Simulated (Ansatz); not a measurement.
Ansatz (an electronic-structure program) input:

Ansatz 0.2 input:
```yaml
crystal:
  periodic: [false, false, false]
  atoms:
    - {symbol: N, position_ang: [1.40114949, -0.04684143, -0.12227064]}
    - {symbol: B, position_ang: [-0.07559236, 0.13606130, -0.01231318]}
    - {symbol: O, position_ang: [-0.73853565, 1.22544433, -0.23865943]}
    - {symbol: O, position_ang: [-0.68487932, -1.11327557, 0.42307781]}
    - {symbol: H, position_ang: [1.84773033, 0.62241430, -0.73040839]}
    - {symbol: H, position_ang: [1.72782787, -0.98325347, -0.31590793]}
    - {symbol: H, position_ang: [-1.61832302, -0.88892728, 0.48842958]}
basis:
  gaussian:
    orbitals: cc-pV5Z
total_charge: -1
magnetization: {spin_polarized: false}
correlation: {method: ccsd_t, electrons: outside_noble_gas}
```

Problem. Predict the final energy.

Solution. -231.78703 Eh (CCSD(T)/cc-pV5Z). The basis has 529 functions.

It need not be the lowest isomer of its formula. Whether it binds its extra electron was not tested at this geometry.
